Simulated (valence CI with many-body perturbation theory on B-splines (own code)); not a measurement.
**Energy levels of Lu LXVII**

Computed by valence CI with perturbative core correlation (CI+MBPT): three valence electrons over a frozen Dirac-Fock core [He], radial functions for each j: 11 s, 11 p, 10 d, 8 f, 5 g, 2 h, with the one-electron correlation potential Σ1 (screened to all orders), the two-electron term Σ2, the three-electron term Σ3, Breit, model QED; selected single and double excitations, second order for the rest, scaled by the run's own slope (own B-spline code, finite nucleus).

No measured spectrum was set against this ion. As an estimate, large intervals hold to a few tenths of a per cent, small ones and those within an open d or f shell to about a per cent.

Levels 136 to 165 of 165, with energies above the lowest level, (2s^2 2p1/2) J=1/2. "Leading %" is the weight of the configuration and term that name the level; weights of strongly mixed levels are sums over their largest components and can fall short, so below about 35 % the name and the second component can differ from the true leading terms, or belong to a minority configuration. In the jj column 3d3/2^4 stands for four electrons in 3d with j = 3/2. Lifetimes count E1, E2, E3, M1 and M2 decay at the calculated energies, and are blank where another channel may lead or the interval is too uncertain; long ones can be off by a factor of two.

```tsv
No.	Configuration	Term	J	E (× 10³ cm⁻¹)	Leading %	g	Lifetime	Leading jj
136	2s2 4d	2D	5/2	106850	98	1.193	1.70 fs	2s^2 4d5/2 (98 %)
137	2s2 4f	2F°	5/2	106950	98	0.849	3.37 fs	2s^2 4f5/2 (98 %)
138	2s2 4f	2F°	7/2	107110	98	1.136	3.47 fs	2s^2 4f7/2 (98 %)
139	2s 2p 4p	4P	3/2	107650	30	1.363	6.91 fs	2s 2p1/2 4p3/2 (100 %)
140	2s 2p 4d	4F°	3/2	107800	58	0.684	2.90 fs	2s 2p1/2 4d3/2 (100 %)
141	2s 2p 4p	2P	1/2	107900	44	1.340	3.20 fs	2s 2p1/2 4p3/2 (98 %)
142	2s 2p 4p	4D	5/2	107910	42	1.319	16.3 fs	2s 2p1/2 4p3/2 (100 %)
143	2s 2p 4p	2D	3/2	107910	40	1.281	4.39 fs	2s 2p1/2 4p3/2 (100 %)
144	2s 2p 4d	4F°	5/2	108050	45	1.008	4.46 fs	2s 2p1/2 4d3/2 (97 %)
145	2s 2p 4d	2P°	3/2	108090	26	1.053	1.53 fs	2s 2p1/2 4d3/2 (99 %)
146	2s 2p 4d	4D°	1/2	108100	53	0.446	1.15 fs	2s 2p1/2 4d3/2 (99 %)
147	2s 2p 4d	4P°	5/2	108160	27	1.239	1.72 fs	2s 2p1/2 4d5/2 (97 %)
148	2s 2p 4f	4G	5/2	108240	44	0.841	3.41 fs	2s 2p1/2 4f5/2 (100 %)
149	2s 2p 4f	4F	7/2	108400	26	1.142	3.50 fs	2s 2p1/2 4f7/2 (100 %)
150	2s 2p 4d	2F°	7/2	108410	41	1.226	1.70 fs	2s 2p1/2 4d5/2 (100 %)
151	2s 2p 4d	2F°	5/2	108430	39	1.149	1.71 fs	2s 2p1/2 4d5/2 (99 %)
152	2s 2p 4d	2P°	3/2	108440	39	1.127	1.72 fs	2s 2p1/2 4d5/2 (99 %)
153	2s 2p 4f	2G	7/2	108500	40	0.983	3.42 fs	2s 2p1/2 4f5/2 (100 %)
154	2s 2p 4f	4G	5/2	108500	31	0.913	3.40 fs	2s 2p1/2 4f5/2 (100 %)
155	2s 2p 4f	4F	3/2	108500	47	0.664	3.38 fs	2s 2p1/2 4f5/2 (100 %)
156	2p2 4s	4P	1/2	108600	44	1.983	7.43 fs	2p1/2^2 4s (96 %)
157	2s 2p 4f	2G	9/2	108650	41	1.174	3.50 fs	2s 2p1/2 4f7/2 (100 %)
158	2s 2p 4f	4D	7/2	108660	31	1.138	3.50 fs	2s 2p1/2 4f7/2 (100 %)
159	2s 2p 4f	2D	5/2	108660	40	1.082	3.49 fs	2s 2p1/2 4f7/2 (100 %)
160	2p2 4p	2P°	1/2	108810	46	0.654	3.90 fs	2p1/2^2 4p1/2 (97 %)
161	2p2 4p	2P°	3/2	110040	35	1.326	4.16 fs	2p1/2^2 4p3/2 (98 %)
162	2p2 4d	2D	3/2	110180	43	0.790	4.59 fs	2p1/2^2 4d3/2 (98 %)
163	2p2 4d	2D	5/2	110550	36	1.193	1.71 fs	2p1/2^2 4d5/2 (98 %)
164	2p2 4f	2F°	5/2	110600	41	0.849	3.45 fs	2p1/2^2 4f5/2 (98 %)
165	2p2 4f	2F°	7/2	110760	37	1.136	3.52 fs	2p1/2^2 4f7/2 (98 %)
```
